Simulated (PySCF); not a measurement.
BrZn, neutral, multiplicity 2. Atoms are numbered in the order given.

```xyz
2

Zn     0.0000     0.0000    -1.2429
Br     0.0000     0.0000     1.0653
```
Charge 0, spin multiplicity 2.

Coordinates come from a PBE0-D3(BJ)/def2-TZVP optimisation. The spin state was assumed, not searched.

Computed with ωB97X/def2-TZVPD run with PySCF.

Mulliken values depend strongly on the basis, most of all with diffuse functions as here. ESP charges are fitted to the potential on shells at 1.4 to 2.0 van der Waals radii. Atomic charges (e):

```tsv
atom	Mulliken	meta-Löwdin	ESP fit	Mulliken spin
Zn1	0.24	?	0.32	0.78
Br2	-0.24	?	-0.32	0.22
```

Problem. Fill in the missing entries. (Estimate from the structure and the level; the computed values follow.)

Solution. 
- Zn1, meta-Löwdin: 0.67
- Br2, meta-Löwdin: -0.67
